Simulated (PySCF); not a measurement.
Ionisation energy along the 7-electron series

Calculated with PySCF 2.14 and a two-component X2C-1e Hamiltonian (Gaussian nucleus, no Breit or QED terms), each ion in its own even-tempered basis scaled to its charge; GMP2 freezes nothing and drops the highest virtual spinors. Values in eV. NIST values: (m) measured, (s) semi-empirical, (t) theoretical.

```
  ion  configuration  GHF (spin-free)  GMP2 (spin-free)  GHF (screened spin-orbit)  GMP2 (screened spin-orbit)           NIST
Nd⁵³⁺   [He] 2s2 2p3          10771.0           10770.8                    10563.6                     10563.4  10555 ± 5 (t)
Pm⁵⁴⁺   [He] 2s2 2p3          11172.0           11171.9                    10951.2                     10951.0  10942 ± 5 (t)
Sm⁵⁵⁺   [He] 2s2 2p3          11581.0           11580.9                    11346.0                     11345.9  11337 ± 5 (t)
```

Between Z = 60 and Z = 62 the GMP2 (screened spin-orbit) value grows as Z to the power 2.18.
